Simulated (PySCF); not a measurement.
He+: ionisation energy

He+ 1s1 (2S) → He(2+) (bare nucleus), as a difference of total energies. All numbers are calculated (PySCF 2.14, no relativity, point nucleus, in dyall-av2z). The calculations carry no spin-orbit coupling.

| method | ionisation energy (eV) | difference from reference (eV) |
| --- | --- | --- |
| UHF | 54.411 | -0.007 |
| LDA | 52.826 | -1.592 |
| PBE | 54.243 | -0.175 |
| PBE0 | 54.323 | -0.095 |
| r2SCAN | 54.416 | -0.002 |
| r2SCAN0 | 54.414 | -0.004 |
| BHandHLYP | 54.341 | -0.077 |
| TPSS | 54.417 | -0.001 |
| HSE06 | 54.340 | -0.078 |
| ROHF | 54.411 | -0.007 |

Reference: 54.418 eV (theoretical estimate listed by NIST; NIST Atomic Spectra Database, ionization energies).
